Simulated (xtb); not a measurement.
C$_{2}$H$_{5}$O$_{2}$, doublet, from a rough starting geometry; GFN2-xTB in xtb.

Input for xtb:
```
$ xtb mol.xyz --gfn 2 --uhf 1 --opt vtight --json

# file mol.xyz
9

O      1.46891913     0.29745798    -0.16321870
C      0.47022197    -0.56945027     0.27552237
C     -0.90473098    -0.08409867    -0.05840359
O     -1.08063713     1.26946363     0.02015544
H      2.35196244    -0.08265807    -0.03308634
H      0.69607387    -1.62331618     0.41367753
H     -1.25986792    -0.44270604    -0.97373887
H     -1.60664221    -0.50385630     0.75990346
H     -0.22166398     1.72463457    -0.26983883
```

It wrote (shortened):

```
   ID    Z sym.   atoms
    1    8 O      1, 4
    2    6 C      2, 3
    3    1 H      5-9

           -------------------------------------------------
          |                Calculation Setup                |
           -------------------------------------------------

           -------------------------------------------------
          |                 G F N 2 - x T B                 |
           -------------------------------------------------

          ...................................................
          :                      SETUP                      :
          :.................................................:
          :  # basis functions                  21          :
          :  # atomic orbitals                  21          :
          :  # shells                           13          :
          :  # electrons                        25          :
          :  max. iterations                   250          :
          :  Hamiltonian                  GFN2-xTB          :
          :  restarted?                      false          :
          :  GBSA solvation                  false          :
          :  PC potential                    false          :
          :  electronic temp.          300.0000000     K    :
          :  accuracy                    1.0000000          :
          :  -> integral cutoff          0.2500000E+02      :
          :  -> integral neglect         0.1000000E-07      :
          :  -> SCF convergence          0.1000000E-05 Eh   :
          :  -> wf. convergence          0.1000000E-03 e    :
          :  Broyden damping             0.4000000          :
          :  net charge                          0          :
          :  unpaired electrons                  1          :
          ...................................................

 iter      E             dE          RMSdq      gap      omega  full diag
   1    -14.9598745 -0.149599E+02  0.435E+00    8.39       0.0  T
   2    -14.9682811 -0.840655E-02  0.244E+00    8.44       1.0  T
   3    -14.9690168 -0.735727E-03  0.552E-01    8.40       1.0  T
   4    -14.9692082 -0.191386E-03  0.161E-01    8.36       1.0  T
   5    -14.9692295 -0.213307E-04  0.599E-02    8.38       1.0  T
   6    -14.9692324 -0.288156E-05  0.228E-02    8.38       1.5  T
   7    -14.9692328 -0.406263E-06  0.690E-03    8.38       4.8  T
   8    -14.9692328 -0.232218E-07  0.203E-03    8.38      16.5  T
   9    -14.9692328 -0.749325E-08  0.621E-04    8.38      53.6  T
  10    -14.9692328 -0.649848E-09  0.261E-04    8.38     127.9  T

   *** convergence criteria satisfied after 10 iterations ***

         :::::::::::::::::::::::::::::::::::::::::::::::::::::
         ::                     SUMMARY                     ::
         :::::::::::::::::::::::::::::::::::::::::::::::::::::
         :: total energy             -14.857820668300 Eh    ::
         :: gradient norm              0.102863354934 Eh/a0 ::
         :: HOMO-LUMO gap              8.382611406928 eV    ::
         ::.................................................::
         :: SCC energy               -14.969231874058 Eh    ::
         :: -> isotropic ES            0.041158349131 Eh    ::
         :: -> anisotropic ES          0.002176098843 Eh    ::
         :: -> anisotropic XC         -0.000572707638 Eh    ::
         :: -> dispersion             -0.003259683853 Eh    ::
         :: repulsion energy           0.111411205758 Eh    ::
         :: add. restraining           0.000000000000 Eh    ::
         :: total charge              -0.000000000000 e     ::
         :::::::::::::::::::::::::::::::::::::::::::::::::::::

      -----------------------------------------------------------
     |                   =====================                   |
     |                        A N C O P T                        |
     |                   =====================                   |
     |               Approximate Normal Coordinate               |
[...]
 * total energy  :   -14.8657439 Eh     change       -0.1103851E-02 Eh
 * total energy  :   -14.8657807 Eh     change       -0.3679422E-04 Eh
 * total energy  :   -14.8657963 Eh     change       -0.1565677E-04 Eh
 * total energy  :   -14.8658050 Eh     change       -0.8653335E-05 Eh
 * total energy  :   -14.8658172 Eh     change       -0.1215796E-04 Eh
 * total energy  :   -14.8658266 Eh     change       -0.9480040E-05 Eh
 * total energy  :   -14.8658306 Eh     change       -0.3981689E-05 Eh
 * total energy  :   -14.8658324 Eh     change       -0.1746725E-05 Eh
 * total energy  :   -14.8658334 Eh     change       -0.1028441E-05 Eh
 * total energy  :   -14.8658339 Eh     change       -0.5479236E-06 Eh
 * total energy  :   -14.8658342 Eh     change       -0.2129299E-06 Eh
 * total energy  :   -14.8658342 Eh     change       -0.9310872E-07 Eh
   *** GEOMETRY OPTIMIZATION CONVERGED AFTER 14 ITERATIONS ***
         :: total energy             -14.865834249587 Eh    ::
[...]
         5        2.0000           -0.5827010             -15.8561
         6        2.0000           -0.5576841             -15.1754
         7        2.0000           -0.5348860             -14.5550
         8        2.0000           -0.5209910             -14.1769
         9        2.0000           -0.5057045             -13.7609
        10        2.0000           -0.4801142             -13.0646
        11        2.0000           -0.4519641             -12.2986
        12        2.0000           -0.4089018             -11.1268
        13        1.0000           -0.2963625              -8.0644 (HOMO)
        14                          0.0319052               0.8682 (LUMO)
        15                          0.0824974               2.2449
        16                          0.1423875               3.8746
        17                          0.1448548               3.9417
        18                          0.1589190               4.3244
        19                          0.2250382               6.1236
        20                          0.2467525               6.7145
        21                          0.3291491               8.9566
      -------------------------------------------------------------
                  HL-Gap            0.3282677 Eh            8.9326 eV
             Fermi-level           -0.2424304 Eh           -6.5969 eV

     #   Z          covCN         q      C6AA      α(0)
     1   8 O        1.658    -0.375    20.379     6.094
     2   6 C        2.756     0.013    27.693     8.617
     3   6 C        3.674     0.083    19.420     6.315
     4   8 O        1.656    -0.435    21.548     6.266
     5   1 H        0.805     0.302     0.714     1.327
     6   1 H        0.926     0.014     2.825     2.628
     7   1 H        0.921     0.037     2.491     2.468
     8   1 H        0.924     0.054     2.270     2.356
     9   1 H        0.805     0.307     0.700     1.315

 Mol. C6AA /au·bohr⁶  :        634.287494
 Mol. C8AA /au·bohr⁸  :      13263.930314
 Mol. α(0) /au        :         37.387944

Wiberg/Mayer (AO) data.
largest (>0.10) Wiberg bond orders for each atom

 ---------------------------------------------------------------------------
     #   Z sym  total        # sym  WBO       # sym  WBO       # sym  WBO
 ---------------------------------------------------------------------------
     1   8 O    2.145 --     2 C    1.195     5 H    0.893
     2   6 C    3.302 --     1 O    1.195     3 C    1.050     6 H    0.973
     3   6 C    3.967 --     2 C    1.050     4 O    1.007     8 H    0.961
                             7 H    0.923
     4   8 O    1.962 --     3 C    1.007     9 H    0.888
     5   1 H    0.909 --     1 O    0.893
     6   1 H    1.000 --     2 C    0.973
     7   1 H    0.996 --     3 C    0.923
     8   1 H    0.997 --     3 C    0.961
     9   1 H    0.906 --     4 O    0.888
 ---------------------------------------------------------------------------

Topologies differ in total number of bonds
Writing topology from bond orders to xtbtopo.mol

molecular dipole:
                 x           y           z       tot (Debye)
 q only:        0.656      -0.499      -0.059
   full:        0.991      -0.778      -0.177       3.233
molecular quadrupole (traceless):
                xx          xy          yy          xz          yz          zz
 q only:        1.750       1.560      -0.554       0.758      -0.927      -1.196
  q+dip:        2.446       1.531      -1.431       1.372      -1.126      -1.015
   full:        2.494       1.716      -1.085       1.186      -1.143      -1.410

optimized geometry written to: xtbopt.xyz

           -------------------------------------------------
          | TOTAL ENERGY              -14.865834249587 Eh   |
          | GRADIENT NORM               0.000050295841 Eh/α |
          | HOMO-LUMO GAP               8.932619149072 eV   |
           -------------------------------------------------

normal termination of xtb
```
